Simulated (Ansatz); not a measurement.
Calculated with Ansatz (gas phase, PBE0-D4/def2-TZVP geometries, no zero-point term in ΔE). CCSD(T)/CBS is the MP2 limit (def2-TZVPP, def2-QZVPP) plus CCSD(T) − MP2 in def2-TZVPP, frozen cores. This one scheme is used for every species. Functionals use def2-TZVPP. B3LYP here is the variant with VWN-RPA as its local correlation; programs differ in this. Each species was taken in one conformer, which may not be the lowest.

`C[SiH](O)N[SiH2]O` + `O[Si](O)(O)O` → `O[SiH2]O[Si](O)(O)O` + `C[SiH](N)O`  (ligand exchange at the Si–N bond)

| level | ΔE (kJ/mol) | difference from CCSD(T)/CBS |
| --- | --- | --- |
| r2SCAN-D4 | -52.2 | 1.2 |
| PBE0-D4 | -48.8 | 4.6 |
| B3LYP-D4 | -54.8 | -1.4 |
| B2PLYP | -55.1 | -1.7 |
| HF/def2-TZVPP | -63.9 | -10.5 |
| CCSD(T)/def2-TZVPP | -51.9 | 1.5 |
| HF/def2-QZVPP | -65.5 | -12.1 |
| SCS-MP2/def2-QZVPP | -55.0 | -1.6 |
| HF/CBS(def2) | -65.8 | -12.4 |
| CCSD/CBS(def2) | -55.2 | -1.8 |
| CCSD(T)/CBS | -53.4 | 0 |

Largest T1 diagnostic among the species: 0.012.

In def2-TZVPP, CCSD(T) changes the Hartree–Fock value by +12.0 kJ/mol (the triples alone add +1.8 kJ/mol) and MP2 by +12.8 kJ/mol.
